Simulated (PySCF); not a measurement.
Gas-phase reaction: 4 SnCl₃ + SnH₂ → 2 SnHCl₃ + 3 SnCl₂

Computed with PySCF and rigid-rotor harmonic-oscillator thermochemistry at 1 bar. † marks an energy on the PBE0/def2-TZVP geometry and frequencies; other levels use their own. Open shells (unrestricted): SnCl₃ (multiplicity 2); the rest are closed-shell singlets. Sn: scalar-relativistic def2 core potential, no spin-orbit coupling. SnCl₃, SnH₂, SnHCl₃: computed as isolated molecules; such fragments, hydroxides, amides, oligomers or adducts are transient or little studied in the gas.

```
level               ΔH°(298 K), kJ
------------------  --------------
BLYP/def2-TZVP†                ___
M06-2X/def2-TZVP†              ___
PBE/def2-SVP                  -425
PBE0/def2-SVP†                -445
PBE0/def2-TZVP                 ___
r2SCAN/def2-TZVP†             -434
LDA/def2-TZVP†                -466
ωB97M-V/def2-TZVP†             ___
```

Task: Complete the blanks.

Result: 
- BLYP/def2-TZVP†, ΔH°(298 K), kJ: -443
- M06-2X/def2-TZVP†, ΔH°(298 K), kJ: -420
- PBE0/def2-TZVP, ΔH°(298 K), kJ: -452
- ωB97M-V/def2-TZVP†, ΔH°(298 K), kJ: -474
